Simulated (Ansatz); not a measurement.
iodine monochloride (ClI), singlet, geometry from GFN2-xTB (all electrons, no relativity). Base run: R2SCAN/STO-3G (Ansatz, a quantum-chemistry and plane-wave program).

The Ansatz input:
Ansatz 0.2 input:
```yaml
crystal:
  periodic: [false, false, false]
  atoms:
    - {symbol: Cl, position_ang: [-0.00000000, -0.00000000, -1.74625450]}
    - {symbol: I, position_ang: [0.00000000, 0.00000000, 0.56011937]}
basis:
  gaussian:
    orbitals: STO-3G
hamiltonian:
  xc: r2scan
```

The base run was repeated with changes; each row names its change, and settings that it needs were set with it.

| change | ΔE vs base (eV) | outcome |
|---|---|---|
| base | 0.00 | converged |
| occupation = up:A1:18 A2:1 B1:8 B2:8 down:A1:18 A2:1 B1:8 B2:8 | 118.76 | converged |
| occupation = up:A1:17 A2:2 B1:7 B2:9 down:A1:17 A2:2 B1:7 B2:9 | - | input refused |
| occupation = up:A1:17 A2:2 B1:8 B2:8 down:A1:17 A2:2 B1:8 B2:8 | 0.00 | converged |
| symmetry_tolerance_ang = 0.01 | 0.00 | converged |
| occupation = up:A1:17 A2:1 B1:9 B2:8 down:A1:17 A2:1 B1:9 B2:8 | - | input refused |
| occupation = up:A1:17 A2:2 B1:9 B2:7 down:A1:17 A2:2 B1:9 B2:7 | - | input refused |

- occupation = up:A1:17 A2:2 B1:7 B2:9 down:A1:17 A2:2 B1:7 B2:9: ended with `Error: 9 electrons of one spin were asked for in irrep 2 (counted from 0), which has 8 orbitals`
- occupation = up:A1:17 A2:1 B1:9 B2:8 down:A1:17 A2:1 B1:9 B2:8: ended with `Error: 9 electrons of one spin were asked for in irrep 1 (counted from 0), which has 8 orbitals`
- occupation = up:A1:17 A2:2 B1:9 B2:7 down:A1:17 A2:2 B1:9 B2:7: ended with `Error: 9 electrons of one spin were asked for in irrep 1 (counted from 0), which has 8 orbitals`
